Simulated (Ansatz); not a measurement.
A short molecular-dynamics run on B₉As₉.

```yaml
crystal:
  periodic: [false, false, false]
  atoms:
    - {symbol: As, position_ang: [-2.121254, 1.730602, -0.867486]}
    - {symbol: As, position_ang: [-0.598394, -4.779881, 0.899065]}
    - {symbol: As, position_ang: [1.565657, -2.705305, -1.741728]}
    - {symbol: As, position_ang: [-2.120632, -1.496566, -0.474034]}
    - {symbol: As, position_ang: [-0.428134, 4.244590, 2.357132]}
    - {symbol: As, position_ang: [-0.256669, 0.447330, 1.906519]}
    - {symbol: As, position_ang: [2.492303, 2.248450, -1.873298]}
    - {symbol: As, position_ang: [-0.629778, 3.609340, -0.038101]}
    - {symbol: As, position_ang: [1.703022, -1.619544, 0.670974]}
    - {symbol: B, position_ang: [-1.152929, -3.000242, 0.439175]}
    - {symbol: B, position_ang: [-1.660767, 0.305785, 0.456607]}
    - {symbol: B, position_ang: [-0.163483, 1.326890, -0.098477]}
    - {symbol: B, position_ang: [-0.076521, -1.902286, -0.566275]}
    - {symbol: B, position_ang: [0.498877, -3.420781, -0.053820]}
    - {symbol: B, position_ang: [1.111655, -0.764251, -1.050241]}
    - {symbol: B, position_ang: [0.956856, 2.488856, -0.794065]}
    - {symbol: B, position_ang: [1.229011, 0.870173, -1.166219]}
    - {symbol: B, position_ang: [-0.348791, 2.416849, 1.994281]}
basis:
  gaussian: {orbitals: def2-SVP, fitting: {mean_field: def2-universal-jkfit}}
hamiltonian: {xc: {name: r2SCAN}, dispersion: d4}
md: {timestep: 1 fs, n_steps: 25, ensemble: nve, temperature: 300, initial_velocities: maxwell_boltzmann, seed: 497}
scf: {omitted_lower_state_checks: [starts]}
```

```sh
$ ansatz run in.yaml --threads 2 --pin off --events-out ev --progress --plain --max-ram 32768MiB --backend cuda --devices 0, --max-vram 18GiB
```

```json
{"step": "0", "time (fs)": "0.0", "potential energy (eV)": "-553585.6212", "kinetic (eV)": "0.6204", "T (K)": "300", "conserved (eV)": "-553585.0008"}
{"step": "1", "time (fs)": "1.0", "potential energy (eV)": "-553585.6147", "kinetic (eV)": "0.6140", "T (K)": "297", "conserved (eV)": "-553585.0007"}
{"step": "2", "time (fs)": "2.0", "potential energy (eV)": "-553585.5962", "kinetic (eV)": "0.5956", "T (K)": "288", "conserved (eV)": "-553585.0006"}
{"step": "3", "time (fs)": "3.0", "potential energy (eV)": "-553585.5674", "kinetic (eV)": "0.5670", "T (K)": "274", "conserved (eV)": "-553585.0005"}
{"step": "4", "time (fs)": "4.0", "potential energy (eV)": "-553585.5313", "kinetic (eV)": "0.5310", "T (K)": "257", "conserved (eV)": "-553585.0002"}
{"step": "5", "time (fs)": "5.0", "potential energy (eV)": "-553585.4910", "kinetic (eV)": "0.4910", "T (K)": "237", "conserved (eV)": "-553585.0000"}
{"step": "6", "time (fs)": "6.0", "potential energy (eV)": "-553585.4501", "kinetic (eV)": "0.4503", "T (K)": "218", "conserved (eV)": "-553584.9998"}
{"step": "7", "time (fs)": "7.0", "potential energy (eV)": "-553585.4116", "kinetic (eV)": "0.4120", "T (K)": "199", "conserved (eV)": "-553584.9997"}
{"step": "8", "time (fs)": "8.0", "potential energy (eV)": "-553585.3782", "kinetic (eV)": "0.3787", "T (K)": "183", "conserved (eV)": "-553584.9996"}
{"step": "9", "time (fs)": "9.0", "potential energy (eV)": "-553585.3515", "kinetic (eV)": "0.3520", "T (K)": "170", "conserved (eV)": "-553584.9995"}
{"step": "10", "time (fs)": "10.0", "potential energy (eV)": "-553585.3322", "kinetic (eV)": "0.3327", "T (K)": "161", "conserved (eV)": "-553584.9995"}
{"step": "11", "time (fs)": "11.0", "potential energy (eV)": "-553585.3202", "kinetic (eV)": "0.3207", "T (K)": "155", "conserved (eV)": "-553584.9996"}
{"step": "12", "time (fs)": "12.0", "potential energy (eV)": "-553585.3148", "kinetic (eV)": "0.3151", "T (K)": "152", "conserved (eV)": "-553584.9997"}
{"step": "13", "time (fs)": "13.0", "potential energy (eV)": "-553585.3145", "kinetic (eV)": "0.3148", "T (K)": "152", "conserved (eV)": "-553584.9997"}
{"step": "14", "time (fs)": "14.0", "potential energy (eV)": "-553585.3178", "kinetic (eV)": "0.3180", "T (K)": "154", "conserved (eV)": "-553584.9999"}
{"step": "15", "time (fs)": "15.0", "potential energy (eV)": "-553585.3231", "kinetic (eV)": "0.3232", "T (K)": "156", "conserved (eV)": "-553584.9999"}
{"step": "16", "time (fs)": "16.0", "potential energy (eV)": "-553585.3289", "kinetic (eV)": "0.3289", "T (K)": "159", "conserved (eV)": "-553585.0000"}
{"step": "17", "time (fs)": "17.0", "potential energy (eV)": "-553585.3340", "kinetic (eV)": "0.3339", "T (K)": "161", "conserved (eV)": "-553585.0001"}
{"step": "18", "time (fs)": "18.0", "potential energy (eV)": "-553585.3373", "kinetic (eV)": "0.3372", "T (K)": "163", "conserved (eV)": "-553585.0001"}
{"step": "19", "time (fs)": "19.0", "potential energy (eV)": "-553585.3384", "kinetic (eV)": "0.3383", "T (K)": "164", "conserved (eV)": "-553585.0001"}
{"step": "20", "time (fs)": "20.0", "potential energy (eV)": "-553585.3368", "kinetic (eV)": "0.3366", "T (K)": "163", "conserved (eV)": "-553585.0001"}
{"step": "21", "time (fs)": "21.0", "potential energy (eV)": "-553585.3324", "kinetic (eV)": "0.3322", "T (K)": "161", "conserved (eV)": "-553585.0001"}
{"step": "22", "time (fs)": "22.0", "potential energy (eV)": "-553585.3253", "kinetic (eV)": "0.3251", "T (K)": "157", "conserved (eV)": "-553585.0001"}
{"step": "23", "time (fs)": "23.0", "potential energy (eV)": "-553585.3157", "kinetic (eV)": "0.3156", "T (K)": "153", "conserved (eV)": "-553585.0001"}
{"step": "24", "time (fs)": "24.0", "potential energy (eV)": "-553585.3040", "kinetic (eV)": "0.3039", "T (K)": "147", "conserved (eV)": "-553585.0001"}
{"step": "25", "time (fs)": "25.0", "potential energy (eV)": "-553585.2907", "kinetic (eV)": "0.2907", "T (K)": "141", "conserved (eV)": "-553585.0000"}
```

Velocities are drawn at the set temperature; a run this short doesn't reach equilibrium.

Frames (Å, forces in eV/Å):

```xyz
18
time=0.0 fs
As   -2.121    1.731   -0.867    0.172    0.009    0.168
As   -0.598   -4.780    0.899    0.036    0.332   -0.139
As    1.566   -2.705   -1.742   -0.122    0.107    0.261
As   -2.121   -1.497   -0.474    0.175   -0.051    0.117
As   -0.428    4.245    2.357   -0.002   -0.287   -0.198
As   -0.257    0.447    1.907   -0.125    0.247   -0.114
As    2.492    2.248   -1.873   -0.314   -0.084    0.208
As   -0.630    3.609   -0.038    0.005   -0.168    0.082
As    1.703   -1.620    0.671   -0.076   -0.086   -0.333
B    -1.153   -3.000    0.439   -0.008   -0.136   -0.035
B    -1.661    0.306    0.457   -0.010    0.020   -0.047
B    -0.163    1.327   -0.098   -0.118    0.077    0.020
B    -0.077   -1.902   -0.566    0.077   -0.087    0.024
B     0.499   -3.421   -0.054   -0.063   -0.033    0.007
B     1.112   -0.764   -1.050    0.086   -0.151    0.115
B     0.957    2.489   -0.794    0.180    0.031   -0.140
B     1.229    0.870   -1.166    0.129    0.127   -0.107
B    -0.349    2.417    1.994   -0.023    0.132    0.111
18
time=2.0 fs
As   -2.119    1.726   -0.865    0.023    0.137    0.000
As   -0.599   -4.781    0.897    0.118    0.265   -0.145
As    1.559   -2.709   -1.741   -0.148    0.177    0.254
As   -2.116   -1.499   -0.476   -0.045   -0.142    0.021
As   -0.428    4.247    2.358   -0.020    0.127   -0.118
As   -0.255    0.445    1.911   -0.310    0.577   -0.339
As    2.495    2.251   -1.873   -0.417   -0.143    0.272
As   -0.631    3.617   -0.040    0.034   -0.239    0.058
As    1.704   -1.617    0.673   -0.174   -0.024   -0.425
B    -1.151   -3.014    0.427   -0.144    0.033    0.031
B    -1.669    0.296    0.441    0.250    0.094    0.341
B    -0.174    1.333   -0.101    0.054   -0.049    0.062
B    -0.091   -1.901   -0.560    0.443   -0.028   -0.055
B     0.502   -3.408   -0.048   -0.055   -0.225    0.053
B     1.110   -0.765   -1.059    0.043   -0.443    0.178
B     0.959    2.477   -0.784    0.212    0.002   -0.238
B     1.229    0.858   -1.187    0.122    0.507   -0.005
B    -0.353    2.438    1.994    0.013   -0.626    0.056
18
time=4.0 fs
As   -2.116    1.721   -0.862   -0.127    0.263   -0.164
As   -0.600   -4.782    0.896    0.193    0.184   -0.141
As    1.553   -2.712   -1.741   -0.163    0.231    0.239
As   -2.112   -1.501   -0.477   -0.267   -0.231   -0.073
As   -0.428    4.249    2.359   -0.037    0.521   -0.042
As   -0.253    0.443    1.916   -0.463    0.843   -0.533
As    2.498    2.254   -1.872   -0.490   -0.196    0.315
As   -0.633    3.624   -0.042    0.068   -0.310    0.037
As    1.705   -1.615    0.674   -0.256    0.027   -0.493
B    -1.149   -3.027    0.415   -0.276    0.203    0.087
B    -1.677    0.287    0.426    0.473    0.163    0.689
B    -0.184    1.338   -0.103    0.222   -0.157    0.106
B    -0.105   -1.900   -0.555    0.771    0.010   -0.120
B     0.505   -3.396   -0.043   -0.037   -0.397    0.093
B     1.109   -0.768   -1.067    0.015   -0.636    0.217
B     0.962    2.465   -0.775    0.209   -0.001   -0.309
B     1.229    0.848   -1.207    0.119    0.781    0.090
B    -0.358    2.456    1.994    0.046   -1.296    0.000
18
time=6.0 fs
As   -2.114    1.717   -0.860   -0.268    0.376   -0.310
As   -0.600   -4.784    0.894    0.257    0.098   -0.130
As    1.547   -2.715   -1.740   -0.164    0.263    0.214
As   -2.107   -1.503   -0.479   -0.473   -0.307   -0.158
As   -0.427    4.251    2.361   -0.050    0.813    0.012
As   -0.251    0.442    1.920   -0.577    1.026   -0.688
As    2.500    2.257   -1.872   -0.530   -0.237    0.335
As   -0.635    3.631   -0.044    0.108   -0.384    0.024
As    1.706   -1.612    0.675   -0.320    0.061   -0.534
B    -1.148   -3.040    0.404   -0.389    0.362    0.132
B    -1.683    0.279    0.414    0.648    0.224    0.974
B    -0.194    1.343   -0.104    0.380   -0.239    0.146
B    -0.115   -1.899   -0.550    1.034    0.019   -0.165
B     0.508   -3.385   -0.036   -0.016   -0.539    0.128
B     1.107   -0.773   -1.074    0.007   -0.675    0.223
B     0.966    2.453   -0.767    0.165    0.034   -0.346
B     1.230    0.840   -1.227    0.115    0.889    0.181
B    -0.362    2.470    1.994    0.074   -1.783   -0.040
18
time=8.0 fs
As   -2.111    1.712   -0.858   -0.389    0.466   -0.426
As   -0.600   -4.785    0.892    0.305    0.018   -0.114
As    1.540   -2.718   -1.739   -0.149    0.268    0.182
As   -2.103   -1.505   -0.481   -0.648   -0.359   -0.231
As   -0.427    4.254    2.362   -0.058    0.934    0.026
As   -0.250    0.441    1.924   -0.651    1.123   -0.801
As    2.503    2.260   -1.871   -0.535   -0.262    0.330
As   -0.636    3.638   -0.046    0.153   -0.461    0.022
As    1.706   -1.610    0.676   -0.361    0.074   -0.549
B    -1.148   -3.052    0.392   -0.473    0.495    0.167
B    -1.687    0.271    0.406    0.767    0.273    1.179
B    -0.202    1.348   -0.105    0.520   -0.291    0.177
B    -0.122   -1.897   -0.545    1.210   -0.002   -0.186
B     0.511   -3.377   -0.030    0.005   -0.645    0.160
B     1.106   -0.781   -1.081    0.021   -0.544    0.194
B     0.970    2.441   -0.760    0.087    0.109   -0.350
B     1.231    0.836   -1.246    0.105    0.816    0.270
B    -0.367    2.477    1.994    0.093   -2.010   -0.052
18
time=10.0 fs
As   -2.109    1.708   -0.856   -0.480    0.525   -0.502
As   -0.601   -4.786    0.890    0.335   -0.045   -0.097
As    1.533   -2.721   -1.738   -0.119    0.248    0.144
As   -2.099   -1.508   -0.482   -0.775   -0.380   -0.287
As   -0.427    4.257    2.363   -0.061    0.848   -0.009
As   -0.249    0.440    1.927   -0.686    1.134   -0.870
As    2.505    2.262   -1.870   -0.512   -0.272    0.306
As   -0.638    3.645   -0.048    0.201   -0.540    0.033
As    1.707   -1.608    0.676   -0.380    0.065   -0.543
B    -1.150   -3.061    0.382   -0.515    0.589    0.194
B    -1.688    0.264    0.401    0.829    0.308    1.294
B    -0.209    1.351   -0.106    0.634   -0.314    0.193
B    -0.125   -1.896   -0.541    1.285   -0.047   -0.183
B     0.514   -3.370   -0.023    0.019   -0.711    0.187
B     1.105   -0.790   -1.087    0.052   -0.271    0.135
B     0.974    2.430   -0.754   -0.015    0.216   -0.325
B     1.233    0.834   -1.265    0.087    0.590    0.359
B    -0.370    2.478    1.994    0.103   -1.943   -0.030
18
time=12.0 fs
As   -2.107    1.704   -0.854   -0.534    0.549   -0.531
As   -0.601   -4.787    0.888    0.344   -0.083   -0.082
As    1.527   -2.724   -1.737   -0.072    0.204    0.104
As   -2.096   -1.511   -0.484   -0.844   -0.363   -0.323
As   -0.427    4.261    2.364   -0.061    0.572   -0.089
As   -0.248    0.441    1.930   -0.683    1.062   -0.898
As    2.506    2.265   -1.869   -0.468   -0.267    0.266
As   -0.639    3.651   -0.050    0.249   -0.619    0.056
As    1.707   -1.605    0.676   -0.377    0.037   -0.523
B    -1.154   -3.069    0.372   -0.511    0.631    0.218
B    -1.686    0.259    0.402    0.833    0.328    1.315
B    -0.213    1.353   -0.105    0.713   -0.311    0.191
B    -0.123   -1.895   -0.538    1.250   -0.109   -0.159
B     0.516   -3.367   -0.015    0.023   -0.735    0.208
B     1.104   -0.800   -1.092    0.097    0.088    0.055
B     0.979    2.419   -0.750   -0.125    0.342   -0.281
B     1.234    0.835   -1.282    0.064    0.277    0.445
B    -0.374    2.471    1.994    0.103   -1.602    0.025
18
time=14.0 fs
As   -2.106    1.701   -0.852   -0.546    0.536   -0.511
As   -0.600   -4.788    0.886    0.332   -0.094   -0.072
As    1.520   -2.726   -1.736   -0.010    0.144    0.065
As   -2.093   -1.514   -0.487   -0.852   -0.306   -0.338
As   -0.427    4.264    2.365   -0.059    0.163   -0.199
As   -0.248    0.441    1.933   -0.644    0.916   -0.884
As    2.508    2.267   -1.868   -0.415   -0.254    0.220
As   -0.641    3.658   -0.051    0.293   -0.698    0.088
As    1.707   -1.603    0.676   -0.353   -0.005   -0.495
B    -1.160   -3.074    0.363   -0.459    0.616    0.244
B    -1.681    0.254    0.407    0.781    0.331    1.242
B    -0.215    1.354   -0.104    0.749   -0.288    0.172
B    -0.116   -1.894   -0.535    1.111   -0.177   -0.118
B     0.519   -3.365   -0.007    0.015   -0.714    0.218
B     1.103   -0.810   -1.097    0.146    0.458   -0.029
B     0.983    2.410   -0.747   -0.227    0.468   -0.230
B     1.236    0.836   -1.298    0.040   -0.048    0.526
B    -0.377    2.459    1.993    0.096   -1.050    0.100
18
time=16.0 fs
As   -2.105    1.697   -0.851   -0.515    0.492   -0.444
As   -0.600   -4.789    0.883    0.298   -0.080   -0.063
As    1.513   -2.729   -1.735    0.067    0.078    0.029
As   -2.090   -1.517   -0.489   -0.805   -0.208   -0.335
As   -0.426    4.268    2.366   -0.058   -0.300   -0.319
As   -0.248    0.443    1.935   -0.569    0.707   -0.829
As    2.509    2.269   -1.866   -0.364   -0.238    0.173
As   -0.642    3.663   -0.053    0.330   -0.773    0.124
As    1.707   -1.600    0.676   -0.309   -0.054   -0.465
B    -1.168   -3.077    0.355   -0.362    0.544    0.276
B    -1.673    0.251    0.416    0.675    0.318    1.081
B    -0.213    1.354   -0.103    0.736   -0.252    0.137
B    -0.106   -1.894   -0.533    0.881   -0.240   -0.066
B     0.522   -3.367    0.003   -0.003   -0.647    0.213
B     1.103   -0.819   -1.102    0.194    0.772   -0.103
B     0.986    2.402   -0.744   -0.303    0.572   -0.185
B     1.239    0.837   -1.311    0.023   -0.312    0.596
B    -0.380    2.443    1.993    0.084   -0.377    0.181
18
time=18.0 fs
As   -2.104    1.694   -0.850   -0.445    0.423   -0.337
As   -0.599   -4.790    0.881    0.245   -0.050   -0.055
As    1.507   -2.731   -1.734    0.157    0.015   -0.005
As   -2.088   -1.520   -0.491   -0.715   -0.076   -0.314
As   -0.426    4.272    2.367   -0.058   -0.747   -0.432
As   -0.248    0.444    1.937   -0.459    0.456   -0.734
As    2.510    2.271   -1.865   -0.327   -0.227    0.133
As   -0.643    3.669   -0.055    0.358   -0.845    0.160
As    1.706   -1.598    0.676   -0.249   -0.103   -0.439
B    -1.176   -3.079    0.347   -0.229    0.422    0.314
B    -1.663    0.249    0.429    0.519    0.293    0.840
B    -0.210    1.353   -0.101    0.674   -0.212    0.091
B    -0.093   -1.895   -0.531    0.585   -0.287   -0.010
B     0.525   -3.370    0.013   -0.026   -0.536    0.186
B     1.104   -0.824   -1.108    0.229    0.974   -0.150
B     0.988    2.396   -0.742   -0.345    0.639   -0.157
B     1.241    0.838   -1.323    0.018   -0.464    0.654
B    -0.382    2.426    1.994    0.068    0.326    0.253
18
time=20.0 fs
As   -2.103    1.692   -0.849   -0.343    0.339   -0.201
As   -0.599   -4.791    0.879    0.176   -0.017   -0.043
As    1.500   -2.734   -1.733    0.256   -0.035   -0.035
As   -2.086   -1.524   -0.494   -0.597    0.082   -0.279
As   -0.426    4.276    2.367   -0.059   -1.123   -0.523
As   -0.249    0.446    1.938   -0.316    0.197   -0.601
As    2.511    2.273   -1.863   -0.308   -0.225    0.104
As   -0.644    3.674   -0.057    0.375   -0.911    0.190
As    1.706   -1.595    0.675   -0.175   -0.146   -0.417
B    -1.186   -3.078    0.341   -0.070    0.265    0.356
B    -1.651    0.248    0.445    0.319    0.256    0.534
B    -0.204    1.351   -0.098    0.566   -0.173    0.040
B    -0.077   -1.897   -0.528    0.252   -0.306    0.043
B     0.528   -3.376    0.023   -0.051   -0.385    0.135
B     1.105   -0.826   -1.114    0.244    1.026   -0.159
B     0.989    2.393   -0.741   -0.346    0.659   -0.152
B     1.243    0.836   -1.332    0.027   -0.474    0.699
B    -0.384    2.410    1.996    0.050    0.972    0.309
18
time=22.0 fs
As   -2.102    1.689   -0.849   -0.220    0.251   -0.048
As   -0.598   -4.793    0.877    0.096    0.007   -0.023
As    1.494   -2.736   -1.732    0.361   -0.069   -0.065
As   -2.085   -1.527   -0.497   -0.466    0.253   -0.235
As   -0.426    4.279    2.367   -0.061   -1.395   -0.584
As   -0.249    0.448    1.939   -0.147   -0.030   -0.433
As    2.511    2.275   -1.862   -0.308   -0.233    0.085
As   -0.644    3.678   -0.058    0.381   -0.971    0.211
As    1.705   -1.593    0.674   -0.091   -0.177   -0.400
B    -1.196   -3.077    0.336    0.100    0.092    0.400
B    -1.638    0.247    0.463    0.085    0.213    0.181
B    -0.196    1.349   -0.096    0.422   -0.142   -0.012
B    -0.061   -1.899   -0.526   -0.086   -0.289    0.083
B     0.531   -3.383    0.035   -0.071   -0.203    0.062
B     1.107   -0.825   -1.121    0.231    0.912   -0.123
B     0.989    2.391   -0.740   -0.309    0.632   -0.170
B     1.246    0.833   -1.339    0.049   -0.340    0.728
B    -0.386    2.398    1.999    0.035    1.490    0.342
18
time=25.0 fs
As   -2.101    1.685   -0.847   -0.019    0.131    0.184
As   -0.597   -4.794    0.874   -0.032    0.004    0.027
As    1.484   -2.740   -1.730    0.519   -0.083   -0.112
As   -2.083   -1.531   -0.501   -0.270    0.500   -0.157
As   -0.426    4.282    2.367   -0.066   -1.581   -0.614
As   -0.250    0.451    1.940    0.137   -0.222   -0.137
As    2.512    2.278   -1.859   -0.330   -0.256    0.073
As   -0.645    3.684   -0.060    0.370   -1.048    0.218
As    1.704   -1.589    0.672    0.040   -0.199   -0.379
B    -1.209   -3.075    0.332    0.342   -0.146    0.453
B    -1.618    0.249    0.491   -0.301    0.144   -0.383
B    -0.181    1.345   -0.092    0.171   -0.116   -0.084
B    -0.037   -1.906   -0.522   -0.547   -0.193    0.113
B     0.535   -3.394    0.052   -0.086    0.098   -0.077
B     1.112   -0.817   -1.131    0.158    0.462    0.010
B     0.986    2.394   -0.740   -0.203    0.527   -0.222
B     1.250    0.827   -1.344    0.097    0.076    0.739
B    -0.389    2.389    2.005    0.021    1.903    0.348
```

Run time 2.8 min (2 threads of AMD EPYC 7R13 on a shared host and a share (18 GiB) of an NVIDIA H100 80GB HBM3), peak host memory 1 GiB.
